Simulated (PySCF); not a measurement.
**Spinor energies of Xe³⁺ (xenon, charge +3)**

Start: [Kr] 4d10 5s1 5p3 6s1; 5s1/2 filled at m_j = +1/2; 5p3/2 filled at m_j = -1/2, +1/2, +3/2; 6s1/2 filled at m_j = +1/2. Calculated with PySCF 2.14 in x2c-TZVPall-2c with one added diffuse shell each of s, p, d, f type (9s10p6d3f, 90 functions): generalised Hartree-Fock with the X2C-1e Hamiltonian and a Gaussian nucleus; one run each with spin-orbit coupling (SO) switched off, then screened by Boettger's factors. This is a chosen level, not necessarily the ground level.

```
spinor shell  electrons  ε, spin-free (eV)  ε, screened SO (eV)  weight of nominal j (screened SO)  rms radius, screened SO (bohr)
       1s1/2          2           -34768.2             -34764.0                              1.000                          0.0305
       2s1/2          2            -5546.9              -5545.6                              1.000                           0.124
       2p1/2          2            -4974.4              -5200.4                              1.000                           0.107
       2p3/2          4            -4974.4              -4872.9                              1.000                           0.112
       3s1/2          2            -1210.0              -1209.6                              1.000                           0.326
       3p1/2          2            -1020.7              -1064.8                              1.000                           0.318
       3p3/2          4            -1020.7              -1000.7                              1.000                           0.330
       3d3/2          4            -740.44              -748.17                              1.000                           0.302
       3d5/2          6            -740.44              -734.88                              1.000                           0.305
       4s1/2          2            -268.83              -268.69                              1.000                           0.762
       4p1/2          2            -206.31              -215.23                              0.997                           0.796
       4p3/2          4            -206.31              -202.17                              0.999                           0.823
       4d3/2          4            -112.01              -113.34                              0.950                           0.933
       4d5/2          6            -112.01              -110.98                              0.967                           0.938
       5s1/2          1            -66.243              -66.132                              1.000                            1.82
       5p3/2          3            -48.216              -48.266                              0.596                            2.07
       6s1/2          1            -22.725              -22.709                              1.000                            3.98
```

| quantity | spin-free | screened SO |
| --- | --- | --- |
| E (hartree) | -7439.06324 | -7441.47785 |
| M_J | 5/2 | 5/2 |
| ⟨J²⟩ | 8.752 | 8.753 |
| ⟨L²⟩ | 0.000 | 0.079 |
| ⟨S²⟩ | 8.752 | 8.640 |

Each row is a mean over spinors that exchange with the open shell spreads, by up to 1.926 eV (4s1/2).

Rows whose weight is well below 1 are mixtures of j = l ± 1/2: exchange outweighs spin-orbit coupling there, and the label is only the starting occupation.

Breit and QED terms are absent; they matter most for the inner s and p1/2 levels.

Densities and radii are taken from the X2C orbitals without a picture-change correction, which distorts them close to the nucleus.

Without spin-orbit coupling the j labels of p, d and f shells carry no meaning; the spin-free column gives the mean over the occupied spinors of each nl shell.
